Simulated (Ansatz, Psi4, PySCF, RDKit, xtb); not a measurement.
Complex: SiH4 (SMILES [SiH4]) (first 5 atoms) with C3H4 (SMILES C=C=C); geometry from B3LYP-D3(BJ)/def2-TZVP, rigid monomers moved along the line of their centres of mass till Si1···C6 is 5.01 Å.
(charge 0, multiplicity 1):
```xyz
12

Si    -0.181    -0.031     0.110
H     -0.641    -1.425     0.287
H     -1.041     0.886     0.888
H     -0.267     0.329    -1.326
H      1.223     0.097     0.558
C      0.220    -1.240     4.957
C      0.255     0.040     5.179
C      0.287     1.322     5.389
H      1.103    -1.779     4.633
H     -0.692    -1.810     5.087
H      0.529     1.729     6.364
H      0.073     2.025     4.591
```

Interaction energies are E(AB) − E(A) − E(B) at the monomers' geometry in the complex; basis-set methods are counterpoise corrected. Rows marked so take none. RDKit's UFF carries no charges.

Frozen-core correlation. Rows in 6-31G* carry no dispersion term and start afresh at each structure (6-31G* with six Cartesian d functions). MP2/6-31G* freezes PySCF's default core.

Codes used: Ansatz (Gaussian basis) for Hartree–Fock, density functionals and correlated methods; Psi4 for SAPT; PySCF for 6-31G* rows, the dispersion terms; RDKit for the force fields; xtb for the GFN methods. 

| level | interaction energy (meV) |
|---|---|
| UFF | -22.6 |
| GFN-FF | -18.6 |
| HF/6-31G* (no counterpoise) | -15.5 |
| B3LYP-D4/def2-TZVPPD | -18.4 |
| wB97M-V/def2-TZVPPD | -20.1 |
| MP2/6-31G* | -10.4 |
| CCSD/aug-cc-pV(D+d)Z | -16.7 |
| CCSD(T)/aug-cc-pV(D+d)Z | [?] |
| SAPT0/jun-cc-pV(D+d)Z | -15.3 |

Task: Complete the blanks.

Result: 
- CCSD(T)/aug-cc-pV(D+d)Z, interaction energy (meV): -19.0

Ansatz is a quantum-chemistry and plane-wave program.
